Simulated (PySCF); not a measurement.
An equivalent PySCF input for As⁺ (arsenic, charge +1), [Ar] 3d10 4s2 4p2, high-spin 3P determinant, with scalar relativity by spin-free X2C-1e:

```python
from pyscf import gto, scf, dft, mp, cc
import basis_set_exchange as bse
mol = gto.M(atom="As 0 0 0", charge=1, spin=2, symmetry="D2h",
            basis=gto.basis.parse(bse.get_basis("x2c-TZVPall", elements=["As"], fmt="nwchem", header=False)),
            nucmod="G")
mf = scf.UHF(mol).sfx2c1e()
mf.irrep_nelec = {'Ag': (6, 6), 'B1g': (1, 1), 'B2g': (1, 1), 'B3g': (1, 1), 'B1u': (3, 2), 'B2u': (3, 2), 'B3u': (2, 2)}
mf.kernel()
```

It reaches the same state as the run whose output follows, and the same energy. The run itself started from symmetry-adapted Hartree-Fock orbitals and held the occupation by maximum overlap, so the iterations belong to that start.

```
SCF conv_tol = 1e-09
number electrons alpha = 17  beta = 15
cycle= 1 E= -2258.66291217362  delta_E= -0.00329  |g|= 0.0207  |ddm|= 0.052
cycle= 2 E= -2258.66330636061  delta_E= -0.000394  |g|= 0.00745  |ddm|= 0.0176
cycle= 3 E= -2258.66336664995  delta_E= -6.03e-05  |g|= 0.000427  |ddm|= 0.0101
cycle= 4 E= -2258.6633668023  delta_E= -1.52e-07  |g|= 0.000172  |ddm|= 0.000799
cycle= 5 E= -2258.6633668089  delta_E= -6.6e-09  |g|= 2.71e-05  |ddm|= 0.000162
cycle= 6 E= -2258.6633668097  delta_E= -7.97e-10  |g|= 3.79e-06  |ddm|= 0.000108
converged SCF energy = -2258.6633668097  <S^2> = 2.0088562  2S+1 = 3.0058984
```
